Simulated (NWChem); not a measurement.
System: AuCl; SMILES [Au][Cl]

Here is an NWChem input.

```
start job
memory heap 200 mb stack 900 mb global 1100 mb
geometry units angstroms noautoz
  Au     0.000000     0.000000    -0.404103
  Cl     0.000000     0.000000     1.848869
end
basis spherical
  Au library def2-svpd
  Cl library def2-svpd
end
ecp
  Au library def2-ecp
end
dft
  xc xpbe96 cpbe96
  iterations 200
  cgmin
end
task dft gradient
```

NWChem printed, in part:

```
             Northwest Computational Chemistry Package (NWChem) 7.3.0
             --------------------------------------------------------

 ORDER OF PRIMARY AXIS IS BEING SET TO 4
 C4V symmetry detected

                             Geometry "geometry" -> ""
                             -------------------------

 Output coordinates in angstroms (scale by  1.889725989 to convert to a.u.)

  No.       Tag          Charge          X              Y              Z
 ---- ---------------- ---------- -------------- -------------- --------------
    1 Au                  79.0000     0.00000000     0.00000000    -0.39896379
    2 Cl                  17.0000     0.00000000     0.00000000     1.85400821

 Effective nuclear repulsion energy (a.u.)     315.4433545586

      Symmetry information
      --------------------

 Group name             C4v
 Group number             18
 Group order               8
 No. of unique centers     2

 Summary of "ao basis" -> "ao basis" (spherical)
 ------------------------------------------------------------------------------
       Tag                 Description            Shells   Functions and Types
 ---------------- ------------------------------  ------  ---------------------
 Au                        def2-svpd                13       35   6s4p2d1f
 Cl                        def2-svpd                11       27   5s4p2d

      Symmetry analysis of basis
      --------------------------

        a1         24
        a2          0
        b1          5
        b2          5
        e          28

            General Information
            -------------------
          SCF calculation type: DFT
          Wavefunction type:  closed shell.
          No. of atoms     :     2
          No. of electrons :    36
           Alpha electrons :    18
            Beta electrons :    18
          Charge           :     0
          Spin multiplicity:     1
          Use of symmetry is: on ; symmetry adaption is: on
          Maximum number of iterations: 200
          AO basis - number of functions:    62
                     number of shells:    24
          Convergence on energy requested:  1.00D-06
          Convergence on density requested:  1.00D-05
          Convergence on gradient requested:  5.00D-04

              XC Information
              --------------
          PerdewBurkeErnzerhof Exchange Functional  1.000
            Perdew 1991 LDA Correlation Functional  1.000 local
           PerdewBurkeErnz. Correlation Functional  1.000 non-local

             Grid Information
             ----------------
          Grid used for XC integration:  medium
          Radial quadrature: Mura-Knowles
          Angular quadrature: Lebedev.
          Tag              B.-S. Rad. Rad. Pts. Rad. Cut. Ang. Pts.
          ---              ---------- --------- --------- ---------
          Au                  1.35      123          11.0       590
          Cl                  1.00       88          11.0       590
          Grid pruning is: on
          Number of quadrature shells:   211
          Spatial weights used:  Erf1

      Superposition of Atomic Density Guess
      -------------------------------------

 Sum of atomic energies:        -611.77396239

      Non-variational initial energy
      ------------------------------

 Total energy =    -593.982322
 1-e energy   =   -1023.127550
 2-e energy   =     353.279104
 HOMO         =      -0.409835
 LUMO         =      -0.184662

      Symmetry analysis of molecular orbitals - initial
      -------------------------------------------------

 !! scf_movecs_sym_adapt:   10 vectors were symmetry contaminated

  Symmetry fudging

 !! scf_movecs_sym_adapt:   10 vectors were symmetry contaminated

  Numbering of irreducible representations:

     1 a1          2 a2          3 b1          4 b2          5 e

  Orbital symmetries:

     1 a1          2 a1          3 a1          4 e           5 e
     6 a1          7 a1          8 e           9 e          10 a1
    11 a1         12 e          13 e          14 b1         15 b2
    16 a1         17 e          18 e          19 a1         20 e
    21 e          22 a1         23 a1         24 e          25 e
    26 a1         27 a1         28 e

 ----------------------------------------------
         Quadratically convergent ROKS

 Convergence threshold     :          5.000E-04
 Maximum no. of iterations :          200
 Final Fock-matrix accuracy:          1.000E-08
 ----------------------------------------------

              iter       energy          gnorm     gmax       time
             ----- ------------------- --------- --------- --------
                 1     -595.6120643677  8.27D-01  2.69D-01      1.1
                 2     -595.6459176182  4.39D-01  1.39D-01      2.7
                 3     -595.6528829042  1.22D-01  2.60D-02      3.8
                 4     -595.6538437015  5.87D-03  1.52D-03      6.0
                 5     -595.6538478269  4.22D-05  1.72D-05      8.6

         Total DFT energy =     -595.653847826861
      One electron energy =    -1024.769083006554
           Coulomb energy =      394.144221986743
    Exchange-Corr. energy =      -40.895110055321
 Nuclear repulsion energy =       75.866123248271

 Numeric. integr. density =       35.999999847347

                       DFT Final Molecular Orbital Analysis
                       ------------------------------------

 Vector   16  Occ=2.000000D+00  E=-2.683477D-01  Symmetry=a1
              MO Center= -5.3D-16,  9.0D-16, -2.0D-02, r^2= 2.1D+00
   Bfn.  Coefficient  Atom+Function         Bfn.  Coefficient  Atom+Function
  ----- ------------  ---------------      ----- ------------  ---------------
    21      0.648365  1 Au d  0               5     -0.449886  1 Au s
     3      0.350405  1 Au s                 49      0.254590  2 Cl pz
     2     -0.221701  1 Au s                  6     -0.187562  1 Au s
    46      0.184667  2 Cl pz                26      0.171482  1 Au d  0

 Vector   17  Occ=2.000000D+00  E=-2.509541D-01  Symmetry=e
              MO Center=  2.5D-14, -2.7D-14,  1.1D+00, r^2= 2.4D+00
   Bfn.  Coefficient  Atom+Function         Bfn.  Coefficient  Atom+Function
  ----- ------------  ---------------      ----- ------------  ---------------
    47      0.517523  2 Cl px                22      0.514756  1 Au d  1
    44      0.406236  2 Cl px                41      0.232294  2 Cl px

 Vector   18  Occ=2.000000D+00  E=-2.509541D-01  Symmetry=e
              MO Center=  1.4D-14, -9.1D-15,  1.1D+00, r^2= 2.4D+00
   Bfn.  Coefficient  Atom+Function         Bfn.  Coefficient  Atom+Function
  ----- ------------  ---------------      ----- ------------  ---------------
    48     -0.517523  2 Cl py                20      0.514756  1 Au d -1
    45     -0.406236  2 Cl py                42     -0.232294  2 Cl py

 Vector   19  Occ=0.000000D+00  E=-1.781631D-01  Symmetry=a1
              MO Center=  5.2D-15, -6.1D-15, -4.7D-01, r^2= 3.8D+00
   Bfn.  Coefficient  Atom+Function         Bfn.  Coefficient  Atom+Function
  ----- ------------  ---------------      ----- ------------  ---------------
     5      0.623649  1 Au s                  6      0.417199  1 Au s
     3     -0.407625  1 Au s                 49      0.383108  2 Cl pz
    21      0.270251  1 Au d  0              46      0.263115  2 Cl pz
     2      0.257812  1 Au s                 18     -0.170204  1 Au pz
     9      0.168968  1 Au pz

 Vector   20  Occ=0.000000D+00  E=-1.975498D-02  Symmetry=e
              MO Center=  1.6D-13, -7.0D-14, -4.8D-01, r^2= 5.5D+00
   Bfn.  Coefficient  Atom+Function         Bfn.  Coefficient  Atom+Function
  ----- ------------  ---------------      ----- ------------  ---------------
    14      0.834404  1 Au py                13     -0.275855  1 Au px
     8     -0.224248  1 Au py                17      0.215771  1 Au py
    48     -0.171335  2 Cl py

 Vector   21  Occ=0.000000D+00  E=-1.975498D-02  Symmetry=e
              MO Center=  1.2D-13, -1.7D-13, -4.8D-01, r^2= 5.5D+00
   Bfn.  Coefficient  Atom+Function         Bfn.  Coefficient  Atom+Function
  ----- ------------  ---------------      ----- ------------  ---------------
    13      0.834404  1 Au px                14      0.275855  1 Au py
     7     -0.224248  1 Au px                16      0.215771  1 Au px
    47     -0.171335  2 Cl px

            General Information
            -------------------
          SCF calculation type: DFT
          Wavefunction type:  closed shell.
          No. of atoms     :     2
          No. of electrons :    36
           Alpha electrons :    18
            Beta electrons :    18
          Charge           :     0
          Spin multiplicity:     1
          Use of symmetry is: on ; symmetry adaption is: on
          Maximum number of iterations: 200
          AO basis - number of functions:    62
                     number of shells:    24
          Convergence on energy requested:  1.00D-06
          Convergence on density requested:  1.00D-05
          Convergence on gradient requested:  5.00D-04

              XC Information
              --------------
          PerdewBurkeErnzerhof Exchange Functional  1.000
            Perdew 1991 LDA Correlation Functional  1.000 local
           PerdewBurkeErnz. Correlation Functional  1.000 non-local

             Grid Information
             ----------------
          Grid used for XC integration:  medium
          Radial quadrature: Mura-Knowles
          Angular quadrature: Lebedev.
          Tag              B.-S. Rad. Rad. Pts. Rad. Cut. Ang. Pts.
          ---              ---------- --------- --------- ---------
          Au                  1.35      123          11.0       590
          Cl                  1.00       88          11.0       590
          Grid pruning is: on
          Number of quadrature shells:   211
          Spatial weights used:  Erf1

          Convergence Information
          -----------------------
          Convergence aids based upon iterative change in
          total energy or number of iterations.
          Levelshifting, if invoked, occurs when the
          HOMO/LUMO gap drops below (HL_TOL):  1.00D-02
          DIIS, if invoked, will attempt to extrapolate
          using up to (NFOCK): 10 stored Fock matrices.

                    Damping( 0%)  Levelshifting(0.5)       DIIS
                  --------------- ------------------- ---------------
          dE  on:    start            ASAP                start
          dE off:    2 iters        200 iters           200 iters

                            NWChem DFT Gradient Module
                            --------------------------

  charge          =   0.00
  wavefunction    = closed shell

  Using symmetry

                         DFT ENERGY GRADIENTS

    atom               coordinates                        gradient
                 x          y          z           x          y          z
   1 Au      0.000000   0.000000  -0.753932    0.000000   0.000000   0.004067
   2 Cl      0.000000   0.000000   3.503567    0.000000   0.000000  -0.004067
```

Level: PBE/def2-SVPD with def2 effective core potentials on Au. Geometry: optimised at PBE0/def2-SVP. def2 effective core potentials on Au; no spin-orbit coupling.
